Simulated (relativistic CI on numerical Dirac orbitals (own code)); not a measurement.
What each ingredient does to the levels of Bi²³⁺

Base calculation: Dirac-Coulomb-Breit CI, KLI orbitals optimised for each configuration, model QED (radiative potential, 1s self-energy scaled to tabulated hydrogen-like ionisation energies), unscaled Slater integrals.

Configuration list (outside the closed core [Ar] 3d10 4s2): 4p⁶4d¹⁰4f¹³5s, 4p⁶4d¹⁰4f¹³5p, 4p⁶4d¹⁰4f¹⁴, 4p⁶4d¹⁰4f¹²5s², 4p⁶4d¹⁰4f¹³5d, 4p⁶4d¹⁰4f¹¹5s5p², 4p⁶4d¹⁰4f¹²5s5p, 4p⁶4d¹⁰4f¹¹5s²5p, 4p⁶4d¹⁰4f¹²5p², 4p⁶4d¹⁰4f¹³5f, 4p⁶4d⁹4f¹⁴5s, 4p⁶4d¹⁰4f¹¹5s5d², 4p⁶4d¹⁰4f¹³5g, 4p⁶4d¹⁰4f¹²5s5d, 4p⁶4d⁹4f¹⁴5p, 4p⁶4d¹⁰4f¹³6s, 4p⁶4d¹⁰4f¹¹5s²5f, 4p⁶4d¹⁰4f¹²5d², 4p⁶4d¹⁰4f¹²5p5f, 4p⁶4d¹⁰4f¹³6p, 4p⁵4d¹⁰4f¹⁴5s, 4p⁶4d¹⁰4f¹²5s5f, 4p⁶4d¹⁰4f¹²5s6s, 4p⁶4d⁹4f¹³5s², 4p⁶4d⁹4f¹⁴5d, 4p⁶4d¹⁰4f¹³6d, 4p⁶4d¹⁰4f¹³6f, 4p⁶4d¹⁰4f¹²5s5g, 4p⁶4d⁹4f¹³5s5p, 4p⁶4d¹⁰4f¹³7s, 4p⁶4d⁹4f¹⁴5f, 4p⁶4d¹⁰4f¹²5s6d, 4p⁶4d⁹4f¹²5s²5d, 4p⁶4d¹⁰4f¹³7p, 4p⁶4d⁸4f¹⁴5s², 4p⁵4d¹⁰4f¹⁴5p. Levels of other configurations are missing.

The lowest level and the first level of each name with at least 55 % of one term (blank where a level has no safe partner in the second run):

```csv
Level,Base (cm⁻¹),Shift (cm⁻¹)
4p⁶4d¹⁰4f¹⁴ ¹S0,0,0
4p⁶4d¹⁰4f¹³5s ³F°4,427365,+401
4p⁶4d¹⁰4f¹³5s ³F°3,433114,+477
4p⁶4d¹⁰4f¹³5s ³F°2,472240,+584
4p⁶4d¹⁰4f¹³5s ¹F°3,477932,+244
4p⁶4d¹⁰4f¹³5p ³D3,835107,+2009
4p⁶4d¹⁰4f¹³5p ³G3,881207,+1250
4p⁶4d¹⁰4f¹²5s² ³H6,902518,
4p⁶4d¹⁰4f¹²5s² ³F4,913615,
4p⁶4d¹⁰4f¹²5s² ³H5,944648,
4p⁶4d¹⁰4f¹²5s² ³F3,959090,
4p⁶4d¹⁰4f¹²5s² ³P0,996033,
4p⁶4d¹⁰4f¹²5s² ¹I6,1004063,
4p⁶4d¹⁰4f¹²5s² ³P1,1011804,
4p⁶4d¹⁰4f¹²5s² ¹S0,1111674,
4p⁶4d¹⁰4f¹³5p ³G5,1123641,+1292
4p⁶4d¹⁰4f¹³5p ³F4,1144986,+985
4p⁶4d¹⁰4f¹³5p ³D1,1158711,+2464
4p⁶4d¹⁰4f¹²5s5p ⁵D°0,1362767,
```

At this charge transitions that keep the count of f electrons are usually good to a few per cent. Terms inside the open d or f shell come out 10 to 20 % too wide with unscaled integrals. Levels that differ in their count of f electrons can be misplaced by several ten thousand cm⁻¹, since the correlation energy of f electrons is missing or only estimated; rates across such gaps can be off by orders of magnitude. The computed lowest level isn't the tabulated ground level, which NIST ASD gives as 4f13 5s °; for such ions that label comes from theory and may be the wrong one.

Q: One thing was changed in a second run, which moved the levels as shown. Which?
A. QED terms removed
B. Breit term removed
C. valence Slater integrals scaled by 0.9
D. only the first 3 configurations

A: D. Only the first 3 configurations. With fewer configurations the levels that remain lose their mixing partners.

LS names give the leading component of a level, which can be under half, so a name can repeat, a term be missing and a line seem to break the LS rules.
